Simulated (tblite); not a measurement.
A geometry optimisation, step by step.

C4H11Ge2NSi.
Atom-mapped SMILES: `[SiH3:1][GeH2:2][GeH2:3][n:4]1[cH:5][cH:6][cH:7][cH:8]1` (hydrogens: H9, H10, H11 on Si1; H12, H13 on Ge2; H14, H15 on Ge3; H16 on C5; H17 on C6; H18 on C7; H19 on C8)

Computed with GFN2-xTB (tblite), gas phase: L-BFGS steps from a force-field or distance-geometry start until the largest atomic force falls under 0.01 eV/Å. 5 of its 213 geometries are shown.

Step 0: E = -617.0773 eV, largest atomic force 2.043 eV/Å
```
atom  x, y, z in Å  |  force x, y, z in eV/Å
Si1     2.474    1.260    0.756   -0.166   0.442   0.201
Ge2     2.152   -0.168   -1.039    0.194   0.112   0.094
Ge3     0.388   -1.680   -0.486    0.327  -0.034  -0.533
N4     -1.050   -0.679    0.177    1.231  -0.956   0.369
C5     -1.177   -0.249    1.457   -0.483   0.601   0.892
C6     -2.313    0.534    1.552    0.782  -0.099   1.137
C7     -2.877    0.579    0.292   -0.246  -0.036  -0.912
C8     -2.063   -0.177   -0.524   -1.621   0.799  -0.953
H9      3.550    2.208    0.447   -0.056  -0.008   0.123
H10     1.211    1.996    1.012    0.321  -0.124  -0.007
H11     2.815    0.480    1.950    0.019   0.062   0.008
H12     1.767    0.647   -2.284    0.272  -0.402   0.068
H13     3.452   -0.970   -1.288   -0.450   0.236  -0.287
H14    -0.063   -2.442   -1.764   -0.228   0.044   0.576
H15     0.861   -2.669    0.591   -0.417   0.098  -0.149
H16    -0.480   -0.464    2.260   -0.035  -0.180  -0.426
H17    -2.669    1.035    2.448    0.130  -0.241  -0.322
H18    -3.774    1.105    0.008    0.152  -0.114  -0.031
H19    -2.214   -0.337   -1.583    0.274  -0.199   0.153
```

Step 53: E = -617.4000 eV, largest atomic force 0.020 eV/Å
```
atom  x, y, z in Å  |  force x, y, z in eV/Å
Si1     2.511    1.409    0.838    0.004  -0.010   0.000
Ge2     2.143   -0.127   -0.908    0.008  -0.012  -0.001
Ge3     0.368   -1.717   -0.553   -0.007  -0.005  -0.016
N4     -1.075   -0.787    0.148    0.004   0.012  -0.004
C5     -1.145   -0.300    1.422    0.001   0.002   0.001
C6     -2.219    0.535    1.533   -0.008  -0.004  -0.003
C7     -2.833    0.579    0.265   -0.007  -0.004  -0.002
C8     -2.105   -0.233   -0.556   -0.007   0.005   0.004
H9      3.593    2.321    0.467    0.004   0.008   0.006
H10     1.286    2.166    1.087   -0.007   0.000   0.003
H11     2.895    0.677    2.048   -0.003   0.008  -0.004
H12     1.793    0.531   -2.228    0.011  -0.002  -0.008
H13     3.360   -0.932   -1.326   -0.016   0.011   0.006
H14    -0.260   -2.427   -1.735    0.004   0.000   0.006
H15     0.598   -2.788    0.498    0.005  -0.015  -0.004
H16    -0.425   -0.610    2.159    0.008   0.001   0.011
H17    -2.542    1.051    2.417    0.005   0.003  -0.003
H18    -3.711    1.137    0.001    0.003   0.001  -0.004
H19    -2.241   -0.475   -1.595   -0.002   0.001   0.012
```

Step 106: E = -617.4091 eV, largest atomic force 0.015 eV/Å
```
atom  x, y, z in Å  |  force x, y, z in eV/Å
Si1     2.357    1.449    0.845    0.007   0.001   0.002
Ge2     2.231   -0.232   -0.804   -0.010  -0.002  -0.005
Ge3     0.322   -1.700   -0.715    0.006   0.010  -0.007
N4     -1.054   -0.746    0.090   -0.001  -0.001   0.014
C5     -0.980   -0.195    1.337   -0.001   0.009   0.012
C6     -2.072    0.593    1.555   -0.012  -0.004   0.000
C7     -2.856    0.533    0.384    0.002  -0.002  -0.009
C8     -2.202   -0.288   -0.488    0.004  -0.006   0.002
H9      3.364    2.438    0.458    0.008  -0.007  -0.001
H10     1.058    2.102    0.989    0.000   0.006  -0.006
H11     2.752    0.836    2.115   -0.006   0.008  -0.003
H12     2.226    0.303   -2.223    0.010   0.006   0.004
H13     3.446   -1.137   -0.874   -0.004  -0.003   0.003
H14    -0.343   -2.160   -1.994   -0.004  -0.006  -0.010
H15     0.441   -2.950    0.144   -0.007   0.000   0.006
H16    -0.153   -0.426    1.988    0.010  -0.009  -0.005
H17    -2.294    1.148    2.446   -0.007  -0.004  -0.005
H18    -3.788    1.037    0.212    0.006  -0.004   0.007
H19    -2.464   -0.596   -1.484    0.000   0.008   0.001
```

Step 159: E = -617.4200 eV, largest atomic force 0.019 eV/Å
```
atom  x, y, z in Å  |  force x, y, z in eV/Å
Si1     2.275    1.598    0.687   -0.011  -0.015   0.002
Ge2     2.331   -0.377   -0.605    0.007   0.011   0.006
Ge3     0.269   -1.570   -0.945    0.007  -0.001   0.013
N4     -1.034   -0.666    0.022   -0.006  -0.003  -0.005
C5     -0.855   -0.154    1.276   -0.017  -0.005  -0.002
C6     -1.990    0.493    1.672    0.002  -0.007  -0.002
C7     -2.913    0.379    0.611    0.001   0.002  -0.002
C8     -2.296   -0.333   -0.376    0.003  -0.005   0.001
H9      3.479    2.381    0.406   -0.005   0.005  -0.006
H10     1.084    2.375    0.344    0.009  -0.005   0.004
H11     2.257    1.256    2.111    0.013   0.010  -0.009
H12     2.882   -0.159   -2.001    0.010  -0.008   0.001
H13     3.314   -1.419   -0.102   -0.002   0.002  -0.003
H14    -0.355   -1.609   -2.325   -0.004   0.001   0.002
H15     0.182   -3.007   -0.449    0.000   0.006  -0.004
H16     0.069   -0.315    1.805   -0.004   0.000  -0.006
H17    -2.149    0.993    2.608   -0.005  -0.001   0.001
H18    -3.908    0.779    0.586    0.003   0.000   0.004
H19    -2.653   -0.635   -1.344   -0.002   0.012   0.004
```

Step 212: E = -617.4303 eV, largest atomic force 0.010 eV/Å
```
atom  x, y, z in Å  |  force x, y, z in eV/Å
Si1     2.283    1.708    0.481   -0.005  -0.001  -0.003
Ge2     2.354   -0.502   -0.340    0.000   0.001   0.002
Ge3     0.262   -1.399   -1.112   -0.004   0.002   0.002
N4     -1.028   -0.615   -0.031    0.004   0.001   0.005
C5     -0.816   -0.202    1.255    0.001   0.003   0.005
C6     -1.962    0.340    1.758   -0.002   0.005   0.002
C7     -2.931    0.260    0.736   -0.003   0.000  -0.001
C8     -2.327   -0.329   -0.337    0.003   0.001  -0.003
H9      3.442    2.449   -0.020    0.000   0.003   0.000
H10     1.053    2.352    0.022   -0.002   0.005   0.000
H11     2.317    1.692    1.943    0.005  -0.001  -0.002
H12     3.336   -0.735   -1.472    0.004   0.003  -0.001
H13     2.866   -1.521    0.661    0.004  -0.009   0.001
H14    -0.237   -1.038   -2.499    0.000   0.002  -0.001
H15    -0.004   -2.893   -1.009   -0.002  -0.009   0.001
H16     0.145   -0.345    1.724    0.000  -0.002  -0.005
H17    -2.101    0.751    2.739   -0.002  -0.004   0.001
H18    -3.946    0.601    0.792   -0.002  -0.001  -0.001
H19    -2.716   -0.566   -1.310    0.000   0.002  -0.003
```

Task: Summarise the path.

Result: The energy falls by 8.14 kcal/mol from step 0 to step 212; nine tenths of that is first reached at step 32. It never rises by more than 0.2 meV. The largest force goes from 2.043 to 0.010 eV/Å. Among the bonds Si1–Ge2 changes most, from 2.316 to 2.359 Å; the atoms move by 1.106 Å rms after alignment.

What follows is the cost of the whole relaxation. Hardware: Arm Neoverse V1, one thread, shared host with 64 logical CPUs at a one-minute load of 18. Cost: 2.1 s wall.
